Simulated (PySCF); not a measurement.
Species: C2H9Ge2NSi.
Cartesian coordinates in Å at the PBE0-D3(BJ)/def2-SVP level; atoms count from 1:
```
atom  x, y, z in Å
N1     0.0811   -2.5731    2.0849
C2    -0.0821   -1.9475    1.1216
Ge3   -0.3826   -0.8583   -0.4489
Ge4   -2.3669    0.4526    0.0179
C5     1.2375    0.2032   -0.6982
Si6    1.6536    1.3742    0.7200
H7    -0.5832   -1.8560   -1.6030
H8    -2.2103    1.1449    1.3797
H9    -3.5960   -0.4691    0.0386
H10   -2.5378    1.5142   -1.0829
H11    2.0741   -0.4954   -0.8632
H12    1.1135    0.7883   -1.6247
H13    1.8004    0.6160    1.9969
H14    2.9241    2.1047    0.4287
H15    0.5516    2.3737    0.8767
```

Computed at PBE0/pcSseg-1 (PySCF, non-relativistic), with Q(14N) = 0.02044 b, Q(73Ge) = −0.196 b: N1, 14N (I = 1): χzz = -5.278 MHz, η = 0.023; Ge3, 73Ge (I = 9/2): χzz = -54.44 MHz, η = 0.112; Ge4, 73Ge (I = 9/2): χzz = -21.10 MHz, η = 0.192.

(1) Where would the pure quadrupole (NQR) lines of 14N at N1 fall for the rigid, isolated species?

(2) Where would the pure quadrupole (NQR) lines of 73Ge at Ge3 fall for the rigid, isolated species?

(3) Where would the pure quadrupole (NQR) lines of 73Ge at Ge4 fall for the rigid, isolated species?

Results:

(1) From ν± = (3/4)|χ|(1 ± η/3) and ν0 = |χ|η/2: ν+ 3.989 MHz, ν− 3.928 MHz, ν0 0.061 MHz (cyano nitrogen).

(2) From the eigenvalues of H = χ/[4I(2I − 1)] × [3Iz² − I(I + 1) + η(Ix² − Iy²)], steps between neighbouring levels, labelled as for η = 0: ±1/2↔±3/2 2.512 MHz, ±3/2↔±5/2 4.468 MHz, ±5/2↔±7/2 6.789 MHz, ±7/2↔±9/2 9.064 MHz (germanium bonded to 2 C, Ge and H).

(3) From the eigenvalues of H = χ/[4I(2I − 1)] × [3Iz² − I(I + 1) + η(Ix² − Iy²)], steps between neighbouring levels, labelled as for η = 0: ±1/2↔±3/2 1.129 MHz, ±3/2↔±5/2 1.693 MHz, ±5/2↔±7/2 2.619 MHz, ±7/2↔±9/2 3.506 MHz (germanium bonded to Ge and 3 H).

In a crystal, neighbours and librations shift these lines. The calculation is non-relativistic, for germanium too. These gradients aren't converged with respect to the basis.

One conformer stands for the species.
